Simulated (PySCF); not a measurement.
Molecule: `C[C@H](C#N)C(F)(F)F`, C₄H₄F₃N.

Cartesian coordinates in Å; atom numbers follow the order of the lines, from 1:
```xyz
12

C     1.3535   -0.0072    0.2077
C    -0.0207    0.2959   -0.3998
C    -0.5474    1.5405    0.1251
N    -0.9393    2.5236    0.5502
C    -1.0011   -0.8377   -0.0894
F    -1.1674   -1.0308    1.2223
F    -0.5688   -2.0010   -0.5993
F    -2.2127   -0.6176   -0.6135
H     1.2759   -0.0987    1.2891
H     2.0456    0.7973   -0.0269
H     1.7404   -0.9386   -0.1991
H     0.0431    0.3736   -1.4924
```

Frames of a GFN2-xTB Langevin trajectory at 200 K; GIAO PBE0/pcSseg-1 shieldings in PySCF, gas phase, non-relativistic; equivalent atoms averaged within each frame.

References, each an isolated molecule treated in the same way: 13C (σref 186.93), 1H (σref 31.72) against TMS; 15N (σref 267.73) vs NH3; 19F (σref 170.95) against CFCl3. The references are static minima.

How do the shifts (ppm) fluctuate along the trajectory?

Answers


```tsv
time (fs)	C5	C3	C2	C1	N4	F6/F7/F8	H12	H9/H10/H11
250	129.0	120.0	32.7	16.4	306.7	-91.2	3.81	2.13
425	131.3	120.6	30.1	17.5	306.5	-90.9	1.97	2.03
625	136.1	120.1	26.4	23.7	318.0	-72.5	3.63	2.08
800	137.0	124.1	32.7	16.2	320.7	-75.5	3.31	1.77
1000	134.2	121.5	34.5	14.4	317.4	-83.6	2.70	1.17
mean of frames	133.5	121.3	31.3	17.6	313.9	-82.7	3.09	1.84
standard deviation	3.3	1.7	3.2	3.6	6.7	8.6	0.75	0.40
```

5 frames give an uncertainty of the mean of about the standard deviation over 2.2 at best, since frames this close in time may not be independent; classical motion lacks zero-point vibration, and the reference would need the same averaging.
